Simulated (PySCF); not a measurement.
**MgPb: frontier orbitals**

PBE0 at R = 2.831 Å; basis Mg aug-cc-pVDZ, Pb aug-cc-pVDZ-PP with ECP60; scalar-relativistic core potentials; PySCF 2.14. State: ³Σ⁻ (triplet), unpaired electrons π ↑↑. Only the outer orbitals are listed, counted within each symmetry, core potentials removing the inner ones.

| spin | orbital | occ. | ε (eV) | on Mg (%) | main shells (%) |
| --- | --- | --- | --- | --- | --- |
| α | 7σ | 1 | -13.46 | 5 | 95 Pb s |
| α | 8σ | 1 | -6.40 | 64 | 63 Mg s, 33 Pb p |
| α | 4π | 1 | -4.62 | 11 | 88 Pb p, 10 Mg p |
| α | 4π | 1 | -4.62 | 11 | 88 Pb p, 10 Mg p |
| α | 9σ | 0 | -2.62 | 65 | 35 Mg s, 34 Pb p, 30 Mg p |
| α | 5π | 0 | -0.76 | 92 | 92 Mg p |
| α | 5π | 0 | -0.76 | 92 | 92 Mg p |
| β | 7σ | 1 | -11.97 | 11 | 89 Pb s |
| β | 8σ | 1 | -6.07 | 88 | 87 Mg s, 11 Pb p |
| β | 9σ | 0 | -2.42 | 51 | 46 Pb p, 43 Mg p |
| β | 4π | 0 | -1.94 | 40 | 60 Pb p, 40 Mg p |
| β | 4π | 0 | -1.94 | 40 | 60 Pb p, 40 Mg p |

Task: Which are the highest filled and the lowest empty level, where do they sit, and how wide is the gap?

Result: Highest filled α 4π at -4.62 eV (in %: 88 Pb p, 10 Mg p); lowest empty α 9σ at -2.62 eV (in %: 35 Mg s, 34 Pb p, 30 Mg p); the gap at PBE0 is 2.00 eV.

- bond order (Mayer): 1.05
- ⟨S²⟩: 2.085
- charge on Mg (Mulliken, basis-dependent): 0.09
- charge on Mg (Löwdin, basis-dependent): 0.24
- dipole moment (positive dipole means Mg(−)Pb(+)): -2.56 D
- polarisability along the bond: 191.9 bohr³
- polarisability across the bond: 122.5 bohr³

Spin–orbit coupling is left out, which matters for elements this heavy, above all for dissociation energies. The state is the lowest determinant that a PBE0 search found; another state may lie lower at other levels.
